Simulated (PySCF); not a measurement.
**Ionisation energy of V²⁺ by level of theory**

V²⁺ [Ar] 3d3 (4F) → V³⁺ [Ar] 3d2 (3F), as a difference of total energies. Computed with PySCF 2.14 in x2c-TZVPPall with one added diffuse shell each of s, p, d, f type (7s6p5d3f1g, 80 functions), with scalar relativity by spin-free X2C-1e. Correlated levels: valence and next inner shell: [Ne] frozen. The calculations carry no spin-orbit coupling.

```tsv
method	ionisation energy (eV)	difference from reference (eV)
UHF	28.159	-1.152
MP2 (valence and next inner shell)	29.127	-0.184
SCS-MP2 (valence and next inner shell)	28.861	-0.450
CCSD (valence and next inner shell)	28.992	-0.319
CCSD(T) (valence and next inner shell)	29.014	-0.297
```

Reference: 29.311 eV (measured; NIST Atomic Spectra Database, ionization energies).

The reference lies between the lowest fine-structure levels, while these numbers refer to the centres of the terms.

Errors of the correlated levels include the incompleteness of this basis and the frozen core.
